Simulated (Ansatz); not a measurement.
`C[SiH2]C1N=CO1` + NH₃ → `C[SiH2]N` + `C1=NCO1` at 500 K and 1 bar (ligand exchange at the Si–C bond).

Computed with Ansatz on PBE0-D4/def2-TZVP structures; ΔE is electronic, products minus reactants. CCSD(T)/CBS is the MP2 limit (def2-TZVPP, def2-QZVPP) plus CCSD(T) − MP2 in def2-TZVPP, frozen cores. This one scheme is used for every species. One conformer a species, not always the lowest.

```
         species  CCSD(T)/CBS energy (Eh)  H − E (kJ/mol)  S (J/(mol·K))
`C[SiH2]C1N=CO1`               -537.26678           301.9          424.1
             NH₃                -56.50880           108.2          211.8
      `C[SiH2]N`               -386.08232           247.9          360.4
       `C1=NCO1`               -207.71182           161.4          293.1
```

H − E and S are ideal-gas, rigid-rotor, harmonic terms from PBE0-D4/def2-TZVP, for one conformer and one mirror image of each species. 1 Eh = 2625.50 kJ/mol, R = 8.31446 J/(mol·K).

Question: By hand: ΔE, ΔH, ΔS and ΔG.

Answer: ΔE = (-386.08232) + (-207.71182) − (-537.26678) − (-56.50880) = -0.01856 Eh = -48.7 kJ/mol. Δ(H − E) = 247.9 + 161.4 − 301.9 − 108.2 = -0.8, so ΔH = -49.5 kJ/mol. ΔS = 360.4 + 293.1 − 424.1 − 211.8 = 17.6 J/(mol·K). ΔG = -49.5 − 500 × (17.6)/1000 = -58.3 kJ/mol.

Question: By hand: the equilibrium constant, and the temperature at which ΔG would vanish if ΔH and ΔS stayed fixed.

Answer: log₁₀ K = −ΔG/(RT ln 10) = 6.1. ΔH and −TΔS have one sign here, so there is no such temperature.

ΔH outweighs TΔS. A doubt of 5 kJ/mol in ΔE shifts log₁₀ K by 0.5 here. Other conformers and mirror images would add mixing entropy, several J/(mol·K) or more a flexible species. These are equilibria of isolated gas molecules and say nothing of rates. Largest T1 diagnostic: 0.015 (customary marks: 0.02 for closed shells, 0.045 for open ones).
